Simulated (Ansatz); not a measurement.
Task: Name a neutral molecule of Cl, O, Sc and H with size of the dipole moment (ωB97M-V/def2-TZVPP) between 2.95 and 3.25 D and HOMO energy (PBE0/def2-TZVPP) between -9.05 and -8.75 eV (Ansatz, PBE0-D4/def2-TZVP geometry).

Result: `[OH][Sc]([Cl])[Cl]` (3.07 D, -8.85 eV). Other molecules can fit too; these were computed, each in one conformer that needn't be the lowest.
